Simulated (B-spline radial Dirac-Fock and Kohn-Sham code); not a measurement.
**Dipole and non-dipole photoemission parameters of Ni 3d5/2**

System: atomic nickel in the configuration [Ar] 3d8 4s2; threshold 13.80 eV (orbital energy of the model). Calculated with a radial finite-basis atomic code, using Dirac-Hartree-Slater photoionisation with a Latter tail; cross sections with all multipoles, angular parameters from the dipole term and its interference with E2.

| hν (eV) | σ (kb) | β | γ | δ |
| --- | --- | --- | --- | --- |
| 60 | 5470 | 0.335 | 0.001 | 0.012 |
| 61.5 | 5430 | 0.354 | 0.001 | 0.012 |
| 80 | 4710 | 0.543 | 0.006 | 0.014 |
| 94.2 | 4100 | 0.655 | 0.011 | 0.015 |
| 126 | 2880 | 0.839 | 0.021 | 0.018 |
| 150 | 2170 | 0.937 | 0.030 | 0.020 |
| 247 | 780 | 1.143 | 0.075 | 0.026 |
| 256 | 716 | 1.153 | 0.080 | 0.027 |
| 313 | 433 | 1.198 | 0.112 | 0.031 |
| 381 | 255 | 1.221 | 0.151 | 0.035 |
| 429 | 183 | 1.226 | 0.179 | 0.037 |
| 545 | 90.3 | 1.214 | 0.244 | 0.044 |
| 600 | 67.3 | 1.202 | 0.273 | 0.047 |
| 1430 | 3.69 | 0.949 | 0.563 | 0.099 |
| 1550 | 2.76 | 0.919 | 0.590 | 0.106 |
| 1650 | 2.20 | 0.894 | 0.610 | 0.113 |
| 1840 | 1.48 | 0.852 | 0.644 | 0.125 |
| 2984.4 | 0.236 | 0.675 | 0.793 | 0.194 |
| 3270 | 0.165 | 0.643 | 0.820 | 0.210 |
| 3680 | ? | ? | ? | ? |
| 4000 | 0.0737 | 0.577 | 0.877 | 0.251 |
| 5440 | 0.0208 | 0.483 | 0.953 | 0.325 |
| 5920 | 0.0146 | 0.458 | 0.971 | 0.348 |
| 6000 | 0.0138 | 0.454 | 0.973 | 0.352 |
| 7920 | 0.00423 | 0.379 | 1.014 | 0.438 |
| 8047.8 | 0.00394 | 0.374 | 1.016 | 0.443 |
| 9251.7 | 0.00216 | 0.341 | 1.026 | 0.492 |
| 11300 | 0.000899 | 0.301 | 1.033 | 0.569 |
| 12100 | 0.000665 | 0.289 | 1.035 | 0.597 |

Question: Give the values at 3680 eV.

Answer: σ = 0.103 kb, β = 0.604, γ = 0.854, δ = 0.233.
